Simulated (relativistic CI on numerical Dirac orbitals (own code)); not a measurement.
What each ingredient does to the levels of Pb65+

Base calculation: Dirac-Coulomb-Breit CI, separate exchange-only KLI orbitals for each configuration, model QED, unscaled Slater integrals.

Configuration list (outside the closed core [Ne]): 3s2 3p5, 3s2 3p4 3d, 3s 3p6, 3s 3p5 3d, 3s 3p4 3d2, 3p6 3d, 3s2 3p3 3d 4p, 3s2 3p4 4s, 3s 3p4 3d 4s, 3p6 4s, 3s2 3p4 4p, 3p6 4p, 3s2 3p3 3d2, 3s2 3p2 3d3, 3s 3p3 3d3, 3s2 3p2 3d2 4s, 3s2 3p2 3d2 4p. Double excitations out of closed p, d and f shells are left out; levels of such configurations are missing from the list, as are those of other unlisted configurations, and high levels can miss mixing partners.

The lowest level and the first level of each name with at least 55 % of one term (blank where a level has no safe partner in the second run):

```tsv
Level	Base (eV)	Shift (eV)
3s2 3p5 2P°_3/2	0.000	0.000
3s2 3p4 3d 2D_3/2	303.081	+0.498
3s2 3p4 3d 4F_9/2	401.035	+0.497
3s2 3p4 3d 2P_1/2	410.273	+0.497
3s2 3p4 3d 2D_5/2	434.584	+0.498
3s2 3p5 2P°_1/2	573.492	+0.024
3s 3p6 2S_1/2	800.206	+0.300
3s2 3p4 3d 4D_1/2	829.866	+0.489
3s2 3p4 3d 2G_7/2	851.491	+0.499
3s2 3p4 3d 2G_9/2	978.166	+0.500
```

At this charge energies of transitions that change n are usually good to better than 1 %, and those within a shell (Δn = 0) to a few per cent.

Task: One thing was changed in a second run, which moved the levels as shown. Which?
A. one mean potential for all configurations
B. Breit term removed
C. configuration mixing switched off
D. QED terms removed
E. P86 correlation estimate

Result: E. P86 correlation estimate. A correlation estimate moves all levels of a configuration together before mixing; mixed levels move by a weighted share.

LS names give the leading component of a level, which can be under half, so a name can repeat, a term be missing and a line seem to break the LS rules.
